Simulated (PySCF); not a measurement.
MoF6, SMILES [F][Mo]([F])([F])([F])([F])[F], multiplicity 1.

Geometry optimised at B3LYP-D3(BJ)/def2-SVP. The spin state was assumed, not searched. The isomer is the one that the SMILES or the coordinates give; other isomers of the formula were not compared. The def2 effective core potentials stand for the cores of Mo; spin–orbit coupling is left out.

Two levels are set side by side: TDA-PBE/def2-SVPD (PySCF) and TDA-CAM-B3LYP/def2-SVPD (PySCF). Vertical, same geometry. The lowest singlet is HOMO−2→LUMO+1 50 %, HOMO−1→LUMO 50 % with PBE and HOMO→LUMO+2 33 %, HOMO−1→LUMO+1 33 %, HOMO−2→LUMO 33 % with the other functional; states are paired by order. Differences are taken from unrounded values.

```csv
quantity,TDA-PBE
lowest singlet excitation (eV),4.45
lowest triplet excitation (TDA) (eV),4.11
```

Q: These are the TDA-PBE values. What does TDA-CAM-B3LYP give? (The exact figures need the calculation; the answer reports its results.)

A: 
```json
[
 {"quantity": "lowest singlet excitation (eV)", "TDA-CAM-B3LYP": "5.15", "TDA-PBE minus TDA-CAM-B3LYP": "-0.69"},
 {"quantity": "lowest triplet excitation (TDA) (eV)", "TDA-CAM-B3LYP": "4.64", "TDA-PBE minus TDA-CAM-B3LYP": "-0.53"}
]
```

Functionals without exact exchange tend to place singlet excitations lower, as here. Differences between two approximate levels are no errors against the true value.

Rough cost on one machine, each run with all the roots and properties that it gave: TDA-CAM-B3LYP against TDA-PBE about 5 times.
